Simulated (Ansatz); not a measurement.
`O[SiH](F)[SiH2]F` + HBr → `F[SiH2][SiH](F)Br` + H₂O at 500 K and 1 bar (ligand exchange at the Si–O bond).

Gas-phase electronic energies from Ansatz, PBE0-D4/def2-TZVP geometries. CBS: MP2 limit from def2 TZ/QZ plus the TZ coupled-cluster correction, frozen cores. This one scheme is used for every species. For Br outer-core shells are correlated without core-valence functions, which leaves a few kJ/mol of doubt a bond. Scalar relativity is left out up to krypton. Each species was taken in one conformer, which may not be the lowest.

```tsv
species	CCSD(T)/CBS energy (Eh)	H − E (kJ/mol)	S (J/(mol·K))
`O[SiH](F)[SiH2]F`	-855.49429	170.3	428.9
HBr	-2573.91920	30.5	213.7
`F[SiH2][SiH](F)Br`	-3353.03256	134.4	441.6
H₂O	-76.37941	73.2	206.3
```

H − E and S are ideal-gas, rigid-rotor, harmonic terms from PBE0-D4/def2-TZVP, for one conformer and one mirror image of each species. 1 Eh = 2625.50 kJ/mol, R = 8.31446 J/(mol·K).

Question: By hand: ΔE, ΔH, ΔS and ΔG.

Answer: ΔE = (-3353.03256) + (-76.37941) − (-855.49429) − (-2573.91920) = 0.00152 Eh = 4.0 kJ/mol. Δ(H − E) = 134.4 + 73.2 − 170.3 − 30.5 = 6.8, so ΔH = 10.8 kJ/mol. ΔS = 441.6 + 206.3 − 428.9 − 213.7 = 5.3 J/(mol·K). ΔG = 10.8 − 500 × (5.3)/1000 = 8.2 kJ/mol.

Question: By hand: the equilibrium constant, and the temperature at which ΔG would vanish if ΔH and ΔS stayed fixed.

Answer: log₁₀ K = −ΔG/(RT ln 10) = -0.9. ΔG = 0 at ΔH/ΔS = 2038 K, though so small a ΔS makes that figure unsure.

The number of gas molecules stays the same, so ΔS is small and ΔH decides. A doubt of 5 kJ/mol in ΔE shifts log₁₀ K by 0.5 here. Other conformers and mirror images would add mixing entropy, several J/(mol·K) or more a flexible species. Modes under 60 cm⁻¹, often nearly free rotors, make the harmonic entropy too high. These are equilibria of isolated gas molecules and say nothing of rates. Largest T1 diagnostic: 0.012 (customary marks: 0.02 for closed shells, 0.045 for open ones).
